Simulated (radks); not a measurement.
Ionisation of the tungsten ion W+, [Xe] 4f14 5d4 6s1, to [Xe] 4f14 5d4 as the strength of local exchange is varied. Calculated with a radial shooting solver on a logarithmic mesh with Libxc functionals: scalar-relativistic Kohn-Sham, Slater X-alpha exchange (alpha = 2/3 is LDA exchange), no correlation, spin-unpolarised, spherical densities, point nucleus.

| alpha | E(W+) (hartree) | exchange (hartree) | IE (eV) | -e of the level emptied (eV) | <r> of it (bohr) |
|---|---|---|---|---|---|
| 0.667 | -16125.3220 | -305.5602 | 14.968 | 11.441 (6s) | 2.982 |
| 0.735 | -16156.6600 | -337.4138 | 15.458 | 11.913 (6s) | 2.943 |
| 0.806 | -16189.4501 | -370.8104 | 15.979 | 12.417 (6s) | 2.903 |
| 0.908 | -16236.6815 | -419.0346 | 16.742 | 13.161 (6s) | 2.846 |
| 0.978 | -16269.1800 | -452.2970 | 17.275 | 13.684 (6s) | 2.809 |
| 1.008 | -16283.1290 | -466.5940 | 17.506 | 13.911 (6s) | 2.793 |

NIST Atomic Spectra Database: 16.4 +/- 0.15 eV (semi-empirical). The Delta-SCF value meets it near alpha = 0.86. Spin polarisation and multiplet splitting are left out, so open shells lie too high by an amount that depends on their filling. Spin-orbit splitting is averaged out at the scalar-relativistic level.

Beside tabulated values, note that spin-unpolarised runs miss the spin-polarisation part of the exchange energy of open shells.
